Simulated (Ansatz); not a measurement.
# How methods differ on AlF3 (SMILES [F][Al]([F])[F])

AlF3 has 4 atoms, charge 0, and is taken as a singlet. SMILES: `[F][Al]([F])[F]`. Geometry: a GFN2-xTB relaxation, a rough one for these elements and not checked as a minimum.

```xyz
4

Al   -0.0002   -0.0003   -0.0013
F     1.6308   -0.0271    0.0135
F    -0.7915    1.4260   -0.0166
F    -0.8391   -1.3986    0.0044
```

Quantity: the energy change with the Al1–F3 bond stretched from 1.631 to 2.039 Å, in eV. The values are calculated.

```
                       level                    kind  program  value (eV)  less FCI/STO-3G  CPU time (all runs)
      HF/STO-3G (restricted)            Hartree–Fock   Ansatz        2.29            +0.60               0.26 s
   SVWN5/STO-3G (restricted)                     LDA   Ansatz        1.71            +0.02                1.7 s
    BLYP/STO-3G (restricted)                     GGA   Ansatz        1.46            -0.23                2.5 s
  revPBE/STO-3G (restricted)                     GGA   Ansatz        1.43            -0.26                2.5 s
  r2SCAN/STO-3G (restricted)                meta-GGA   Ansatz        1.68            -0.01                6.5 s
 r2SCAN0/STO-3G (restricted)         hybrid meta-GGA   Ansatz        1.88            +0.19                6.2 s
   wB97X/STO-3G (restricted)  range-separated hybrid   Ansatz        1.81            +0.12                 11 s
 RPA@PBE/STO-3G (restricted)                     RPA   Ansatz        1.50            -0.19                4.2 s
CCSDT(Q)/STO-3G (restricted)   coupled cluster or CI   Ansatz        1.69             0.00                1.3 s
                  FCI/STO-3G      exact in the basis   Ansatz        1.69             0.00                 27 s
```

FCI/STO-3G is exact within its basis and frozen core, so for wave-function methods in that basis the difference is their error; functionals converge differently with the basis, so for them it is only a difference. The first shape isn't each level's own minimum. The values span 1.43 to 2.29 eV. All rows use very small basis sets, so even the best lies far from the true value. CPU times are rough (shared hosts, several kinds of processor): they show what a rung costs within a factor of a few.
